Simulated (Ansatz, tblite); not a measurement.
Forces on GaMe2H (C2H7Ga) at its PBE-D4/def2-SVP geometry. Charge 0, multiplicity 1.

The xTB rows come from tblite.

GFN1-xTB (tblite), largest force 0.84 eV/Å:

```xyz
10
positions Å, forces eV/Å
Ga    0.671    0.386    0.069    0.725    0.416    0.075
C    -0.950    1.306   -0.610   -0.564    0.227   -0.182
H    -1.728    1.329    0.184    0.212    0.114   -0.383
H    -1.387    0.741   -1.461    0.078    0.353    0.273
H    -0.756    2.345   -0.937   -0.308   -0.363    0.051
C     0.558   -1.530    0.573   -0.104   -0.617    0.103
H     0.355   -2.141   -0.333    0.125    0.094    0.425
H    -0.294   -1.700    1.265    0.392   -0.085   -0.211
H     1.483   -1.910    1.046   -0.451   -0.078   -0.138
H     2.047    1.174    0.204   -0.106   -0.061   -0.012
```

GFN2-xTB (tblite), largest force 0.83 eV/Å:

```
Ga 0.392 0.227 0.044
C -0.688 0.397 -0.249
H 0.284 0.066 -0.371
H 0.156 0.302 0.322
H -0.214 -0.369 0.078
C -0.027 -0.817 0.159
H 0.122 0.176 0.423
H 0.392 0.017 -0.252
H -0.406 0.007 -0.152
H -0.010 -0.006 -0.001
```

PBE0-D4/def2-TZVP (Ansatz), largest force 0.55 eV/Å:

```
Ga -0.012 -0.007 -0.002
C -0.326 0.137 -0.116
H 0.368 0.000 -0.379
H 0.211 0.280 0.405
H -0.097 -0.514 0.160
C -0.059 -0.360 0.073
H 0.105 0.283 0.433
H 0.417 0.079 -0.329
H -0.459 0.187 -0.232
H -0.147 -0.084 -0.014
```
